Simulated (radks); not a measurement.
Results of a calculation; reference values are marked as such.
Question: The mean radii <r> (bohr) of the occupied orbitals of an atom or ion are listed with their occupations. Level of theory: scalar-relativistic Kohn-Sham, exchange-only LDA, spin-polarised, spherical densities, point nucleus (a radial shooting solver on a logarithmic mesh with Libxc functionals).

| orbital | occ. | <r> |
|---|---|---|
| 1s up | 1 | 0.02075 |
| 1s down | 1 | 0.02075 |
| 2s up | 1 | 0.08766 |
| 2s down | 1 | 0.08759 |
| 2p up | 3 | 0.07759 |
| 2p down | 3 | 0.07749 |
| 3s up | 1 | 0.2182 |
| 3s down | 1 | 0.2186 |
| 3p up | 3 | 0.2144 |
| 3p down | 3 | 0.2149 |
| 3d up | 4 | 0.1907 |

Name the element and its charge. Open shells, if any, are filled with parallel spins first.

Answer: Z = 67, holmium, charge +45: Ho45+ in [Ar] 3d4. The 1s radius gives Z: for a bare nucleus <r> = (2 gamma + 1)/(2Z) with gamma = sqrt(1 - (Z/c)^2), 0.02048 bohr for Z = 67, and screening makes it slightly larger (0.02075 here). The occupations add up to 22, and the charge is Z minus that.
